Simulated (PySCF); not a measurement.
## `COC[SiH2]N([SiH3])C=O`, C$_{3}$H$_{11}$NO$_{2}$Si$_{2}$

Molfile (atoms numbered from 1):
```
C3H11NO2Si2
     RDKit          3D

 19 18  0  0  0  0  0  0  0  0999 V2000
    3.4496    0.2654   -0.0540 C   0  0  0  0  0  0  0  0  0  0  0  0
    2.3055   -0.5230    0.1507 O   0  0  0  0  0  0  0  0  0  0  0  0
    1.0964    0.1897   -0.0135 C   0  0  0  0  0  0  0  0  0  0  0  0
   -0.2484   -1.0831    0.4308 Si  0  0  0  0  0  4  0  0  0  0  0  0
   -1.8092   -0.2821    0.0938 N   0  0  0  0  0  0  0  0  0  0  0  0
   -2.1629    1.2769   -0.6108 Si  0  0  0  0  0  4  0  0  0  0  0  0
   -2.7421   -1.1691    0.4482 C   0  0  0  0  0  0  0  0  0  0  0  0
   -2.4352   -2.2557    0.8878 O   0  0  0  0  0  0  0  0  0  0  0  0
    3.4683    0.6830   -1.0688 H   0  0  0  0  0  0  0  0  0  0  0  0
    3.4953    1.0928    0.6659 H   0  0  0  0  0  0  0  0  0  0  0  0
    4.3112   -0.3844    0.0873 H   0  0  0  0  0  0  0  0  0  0  0  0
    1.0894    1.0658    0.6502 H   0  0  0  0  0  0  0  0  0  0  0  0
    1.0224    0.5724   -1.0415 H   0  0  0  0  0  0  0  0  0  0  0  0
   -0.1186   -2.2223   -0.4677 H   0  0  0  0  0  0  0  0  0  0  0  0
   -0.1553   -1.3396    1.8622 H   0  0  0  0  0  0  0  0  0  0  0  0
   -3.6134    1.4429   -0.5324 H   0  0  0  0  0  0  0  0  0  0  0  0
   -1.4629    2.2833    0.1836 H   0  0  0  0  0  0  0  0  0  0  0  0
   -1.7112    1.2559   -2.0016 H   0  0  0  0  0  0  0  0  0  0  0  0
   -3.7886   -0.8592    0.3223 H   0  0  0  0  0  0  0  0  0  0  0  0
  1  2  1  0
  2  3  1  0
  3  4  1  0
  4  5  1  0
  5  6  1  0
  5  7  1  0
  7  8  2  0
  1  9  1  0
  1 10  1  0
  1 11  1  0
  3 12  1  0
  3 13  1  0
  4 14  1  0
  4 15  1  0
  6 16  1  0
  6 17  1  0
  6 18  1  0
  7 19  1  0
M  END
```

Method used: PySCF 2.14.0, quadratic response BHandHLYP/def2-SVPD first hyperpolarisability, Taylor convention, gas phase. Geometry: GFN2-xTB.

(1) Give the tensor of the second harmonic β(−2ω;ω,ω) at 1064 nm in the axes of these coordinates.

Results:

(1) In au, Taylor convention; rows are the first index (the induced dipole):
```
      xx      yy     zz     xy     xz     yz
x  +17.9   +36.0   -5.5  -25.7   +5.0  -25.7
y  -25.1  -111.9  -47.5  +36.9  -26.0  +17.1
z   +4.7   +17.1  +47.0  -26.0   -5.3  -47.7
```
Norm of βᵢ = ⅓ Σⱼ (βᵢⱼⱼ + βⱼᵢⱼ + βⱼⱼᵢ): 203.5 au, hyper-Rayleigh value 79.2 au.
